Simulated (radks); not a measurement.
Results of a calculation; reference values are marked as such.
The molybdenum anion Mo- inside a hard spherical wall (all orbitals vanish at R), configuration held at [Kr] 4d5 5s2 and not refilled when levels cross. Code: a radial shooting solver on a logarithmic mesh with Libxc functionals. Model: scalar-relativistic Kohn-Sham, PBE, spin-polarised, spherical densities, finite nucleus; open shells are filled with parallel spins first (spin-orbit coupling, left out, can overturn this in heavy ions); Fermi nuclear charge, rms radius 4.4091 fm. Eigenvalues in eV for spin up, with the zero of energy where the potential of the charges vanishes at infinity; a dash marks a level that is unbound or too diffuse for the functional's potential to be trusted. A positive occupied level is held by the wall or, in an anion where self-interaction has pushed it up, behind a barrier. The pressure on the wall is -dE/dV.

| R (bohr) | E (hartree) | kinetic (hartree) | e(4s) | e(4p) | e(5s) | e(4d) | e(5p, empty) | e(6s, empty) | pressure (GPa) |
|---|---|---|---|---|---|---|---|---|---|
| 15 | -4048.74872 | 4174.482 | -59.702 | -33.961 | 0.191 | 0.612 | 2.503 | 3.004 | 0.00506 |
| 12 | -4048.74580 | 4174.492 | -59.462 | -33.718 | 0.396 | 0.855 | 2.916 | 4.194 | 0.0294 |
| 10 | -4048.73919 | 4174.519 | -59.109 | -33.362 | 0.690 | 1.202 | 3.458 | 5.907 | 0.132 |
| 8 | -4048.71559 | 4174.615 | -58.283 | -32.534 | 1.394 | 1.978 | 4.626 | 9.673 | 0.810 |
| 7 | -4048.68197 | 4174.746 | -57.430 | -31.687 | 2.159 | 2.752 | 5.803 | 13.404 | 2.35 |
| 5 | -4048.39825 | 4175.766 | -53.053 | -27.417 | 6.787 | 6.640 | 12.305 | 32.623 | 30.9 |
| 4 | -4047.77301 | 4177.851 | -47.353 | -21.976 | 14.776 | 11.959 | 22.783 | 60.551 | 160 |
| 2.5 | -4041.16505 | 4199.496 | -21.066 | 4.067 | 77.444 | 42.386 | 96.235 | 225.31 | 4870 |
| 1.5 | -3987.58060 | 4348.430 | 88.278 | 123.91 | 413.81 | 182.78 | 446.26 | 902.14 | 162000 |
